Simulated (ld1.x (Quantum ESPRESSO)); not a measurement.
**What one change does to a pseudopotential (Sn, TM)**

```json
{
 "Element": "Sn (Z = 50)",
 "Generator": "ld1.x (Quantum ESPRESSO) 7.5",
 "Type": "norm-conserving Troullier–Martins (Kleinman–Bylander form)",
 "Functional": "PBE",
 "Relativity": "fully relativistic",
 "Frozen core": "[Kr] 4d10",
 "Valence charge": "4",
 "Reference configuration": "5s2 5p0.5 (charge +1.5)",
 "Partial waves": "5p (bound): rc 2.10 bohr; 5d channel at 0.35 Ry: rc 1.65 bohr; 5s (bound): rc 2.10 bohr",
 "Local potential": "the s channel",
 "Core correction": "Bessel-smoothed model core inside 1.30 bohr"
}
```

Open shells are filled in proportion to 2j + 1 (rel_dist='average').

All-electron outer shells of the reference configuration (PBE, scalar-relativistic, ld1.x):

```tsv
shell	level (eV)	outermost node (bohr)	outermost maximum (bohr)
5s	-21.85	0.98	1.97
5p	-13.92	1.08	2.37
```

Change: core correction none.

Cutoffs: the cutoffs (Ry, on a coarse ladder) from which the occupation-weighted sum of valence levels, in a spherical-Bessel basis at the reference potential, stays within 10 and 1 mRy of its value at 400 Ry; they do not see the model core or the augmentation charge, which bear on the density cutoff. Errors are all-electron minus pseudo energies relative to the spin-unpolarised reference configuration.

Question: Predict the effect on cutoff, ghosts and configuration errors.

Answer: The potential gets neither clearly harder nor softer (21 Ry and 30 Ry → 21 Ry and 30 Ry); both files keep a bound ghost (d); of the 7 tests that both files solve, the error grows in 7 and shrinks in 0 by more than 15 % and 0.3 meV (median size 13.0 → 37.0 meV). Exchange and correlation are not linear in the density, so unscreening with the valence charge alone errs where core and valence overlap; a model core restores that term.

```tsv
quantity	base	changed
cutoff, loose	21 Ry	21 Ry
cutoff, tight	30 Ry	30 Ry
bound ghosts	d3/2, d5/2	d3/2, d5/2
error for 5s2 5p2, meV [ΔE -12.93 eV]	-20	+37
error for 5s2 5p1, meV [ΔE -6.04 eV]	-4.4	+6.7
error for 5s2 5p0, meV [ΔE 7.93 eV]	-7.4	+12
error for 5s2 5p2.3, meV [ΔE -13.78 eV]	-23	+46
error for 5s2 5p1.5, meV [ΔE -10.31 eV]	-13	+21
error for 5s1 5p3, meV [ΔE -5.97 eV]	-9.6	+78
error for 5s0 5p4, meV [ΔE 1.22 eV]	-31	+154
s: phases at 2.30 bohr within 0.05 rad from the reference energy up to (Ry; the scan ends near 5)	2.6	2.6
p1/2: phases at 2.30 bohr within 0.05 rad from the reference energy up to (Ry; the scan ends near 5)	4.5	4.5
p3/2: phases at 2.30 bohr within 0.05 rad from the reference energy up to (Ry; the scan ends near 5)	3.9	3.9
d3/2: phases at 2.30 bohr within 0.05 rad from the reference energy up to (Ry; the scan ends near 5)	to the end of the scan	to the end of the scan
d5/2: phases at 2.30 bohr within 0.05 rad from the reference energy up to (Ry; the scan ends near 5)	to the end of the scan	to the end of the scan
```

 A true bound ghost makes a file unfit for plane-wave use even where its test errors are small: the radial tests pick states by their node count and pass the ghost by.
